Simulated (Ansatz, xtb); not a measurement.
Molecule: YBr₂ (charge +1, singlet). The spin state was set by rule; other spins were not relaxed. 
Geometry from a B3LYP-D3(BJ)/def2-TZVP (Ansatz, an electronic-structure program) optimisation:
```xyz
3

Y      0.8479     0.2359     0.2037
Br    -0.6182     1.4983    -1.3937
Br    -0.3266    -1.7611     1.1666
```
Charge +1, spin multiplicity 1.

Harmonic wavenumbers from GFN2-xTB (xtb, at its own minimum), cm⁻¹: 79, 167, 214.

Question: Give the harmonic wavenumbers at B3LYP-D3(BJ)/def2-TZVP (Ansatz, finite differences of forces, unscaled).

Answer: 61, 287, 317 cm⁻¹. Zero-point energy 1.0 kcal/mol.

Question: From these and the geometry, give the ideal-gas thermochemistry at 298.15 K and 1 atm (rigid rotor, harmonic oscillator).

Answer: Point group C2v, rotational symmetry number 2. Rotational constants 4.471, 0.7327, 0.6295 GHz. S(trans) 42.43, S(rot) 28.06, S(vib) 7.23, S(elec, spin only) 0.00, S 77.7 cal/(mol K). H(298) - H(0) 3.40 kcal/mol; G - E(el) -18.8 kcal/mol.
